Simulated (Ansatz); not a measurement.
ClI, SMILES ClI.

The structure is a stationary point at B3LYP-D3(BJ)/def2-TZVP. The def2 effective core potentials stand for the cores of I; spin–orbit coupling is left out.

Two levels are set side by side: PBE/def2-TZVPD (Ansatz, a first-principles code) and ωB97X-V/def2-TZVPD (Ansatz). Energy differences of separate SCF runs at the same geometry; the states with an electron removed or added have multiplicity 2 and 2. Differences are taken from unrounded values.

| quantity | ωB97X-V | PBE | PBE minus ωB97X-V |
|---|---|---|---|
| vertical ionisation energy (eV) | 10.41 | 10.02 | -0.38 |
| vertical electron affinity (eV) | 1.53 | 1.57 | 0.04 |
| vertical singlet–triplet gap (eV) | 2.20 | 1.90 | -0.30 |
